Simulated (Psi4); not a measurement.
Method: SAPT0/jun-cc-pVDZ, frozen core (Psi4).

Psi4 input:

```
molecule {
0 1
O -0.00013706 0.38960150 0.00000000
H -0.76495261 -0.19506991 -0.00000000
H 0.76508966 -0.19453159 -0.00000000
--
0 1
C 4.90340967 -1.44827187 0.06430600
C 4.76046933 -0.02300979 0.08424870
C 3.42820616 0.22429067 0.06020623
O 2.73100087 -0.94458248 0.02651546
C 3.64604164 -1.95269956 0.02959986
H 5.81952592 -2.01371531 0.07443300
H 5.54660107 0.71200661 0.11267602
H 2.84058944 1.12474694 0.06252966
H 3.24804845 -2.95125505 0.00513247
units angstrom
symmetry c1
no_reorient
no_com
}
set basis jun-cc-pvdz
set scf_type df
set freeze_core true
energy('sapt0')
```

Part of the output:

```
    SAPT Results
  --------------------------------------------------------------------------------------------------------
    Electrostatics                 -7.04013055 [mEh]      -4.41774862 [kcal/mol]     -18.48386021 [kJ/mol]
      Elst10,r                     -7.04013055 [mEh]      -4.41774862 [kcal/mol]     -18.48386021 [kJ/mol]

    Exchange                        5.48568087 [mEh]       3.44231671 [kcal/mol]      14.40265313 [kJ/mol]
      Exch10                        5.48568087 [mEh]       3.44231671 [kcal/mol]      14.40265313 [kJ/mol]
      Exch10(S^2)                   5.46766014 [mEh]       3.43100854 [kcal/mol]      14.35533973 [kJ/mol]

    Induction                      -1.68051376 [mEh]      -1.05453830 [kcal/mol]      -4.41218826 [kJ/mol]
      Ind20,r                      -2.17061006 [mEh]      -1.36207838 [kcal/mol]      -5.69893593 [kJ/mol]
      Exch-Ind20,r                  1.07060278 [mEh]       0.67181339 [kcal/mol]       2.81086722 [kJ/mol]
      delta HF,r (2)               -0.58050648 [mEh]      -0.36427332 [kcal/mol]      -1.52411955 [kJ/mol]

    Dispersion                     -2.35894667 [mEh]      -1.48026138 [kcal/mol]      -6.19341362 [kJ/mol]
      Disp20                       -2.67695293 [mEh]      -1.67981332 [kcal/mol]      -7.02833894 [kJ/mol]
      Exch-Disp20                   0.31800626 [mEh]       0.19955194 [kcal/mol]       0.83492532 [kJ/mol]
      Disp20 (SS)                  -1.33847646 [mEh]      -0.83990666 [kcal/mol]      -3.51416947 [kJ/mol]
      Disp20 (OS)                  -1.33847646 [mEh]      -0.83990666 [kcal/mol]      -3.51416947 [kJ/mol]
      Exch-Disp20 (SS)              0.17862316 [mEh]       0.11208772 [kcal/mol]       0.46897503 [kJ/mol]
      Exch-Disp20 (OS)              0.13938310 [mEh]       0.08746422 [kcal/mol]       0.36595029 [kJ/mol]

  Total HF                         -3.23496344 [mEh]      -2.02997020 [kcal/mol]      -8.49339533 [kJ/mol]
  Total SAPT0                      -5.59391010 [mEh]      -3.51023159 [kcal/mol]     -14.68680896 [kJ/mol]
```
